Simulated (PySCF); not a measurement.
Geometries of 2 isomers of C3H10GeOSi, from PBE0-D3(BJ)/def2-SVP geometry optimisation, gas phase in PySCF 2.14.0. One conformer each, no zero-point energy, no frequencies.

Question: Which isomer lies lower at this level?
A.
```xyz
16
angstrom
C     -2.922   -0.325    0.322
C     -1.784   -0.563   -0.335
C     -1.049    0.413   -1.191
Si     0.548    1.002   -0.390
O      1.471   -0.334   -0.050
Ge     2.903   -0.704    0.935
H     -3.382   -1.086    0.957
H     -3.436    0.639    0.247
H     -1.306   -1.544   -0.220
H     -1.664    1.302   -1.410
H     -0.772   -0.041   -2.160
H      1.277    1.915   -1.329
H      0.246    1.760    0.866
H      4.121    0.013    0.322
H      2.651   -0.218    2.374
H      3.066   -2.229    0.876
```
B.
```xyz
16
angstrom
Ge     2.235   -0.176    0.666
O      0.792    0.880    0.692
C     -0.359    0.511   -0.002
C     -1.270   -0.579    0.622
C     -2.642   -0.127    0.063
Si    -1.913    1.625   -0.031
H      1.976   -1.447    1.499
H      3.353    0.675    1.280
H      2.526   -0.554   -0.801
H     -0.133    0.215   -1.050
H     -0.985   -1.624    0.404
H     -1.246   -0.452    1.718
H     -3.514   -0.342    0.695
H     -2.828   -0.541   -0.940
H     -2.090    2.390    1.240
H     -2.208    2.520   -1.195
```

Answer: A. That is `C=CC[SiH2][O][GeH3]`, 32.1 kcal/mol below the other.

| SMILES | atoms numbered as above | E (Eh) | relative (kcal/mol) | relative (kJ/mol) | dipole (D) |
| --- | --- | --- | --- | --- | --- |
| C=CC[SiH2][O][GeH3] | [CH2:1]=[CH:2][CH2:3][SiH2:4][O:5][GeH3:6] | -2560.98379 | 0.0 | 0.0 | 0.93 |
| [GeH3][O][C@H]1CC[SiH2]1 | [GeH3:1][O:2][C@H:3]1[CH2:4][CH2:5][SiH2:6]1 | -2560.93265 | 32.1 | 134.3 | 1.40 |

As drawn, the lower has an Si–O bond and a C=C bond outside aromatic rings, which the higher lacks; the higher has a four-membered ring, which the lower lacks.
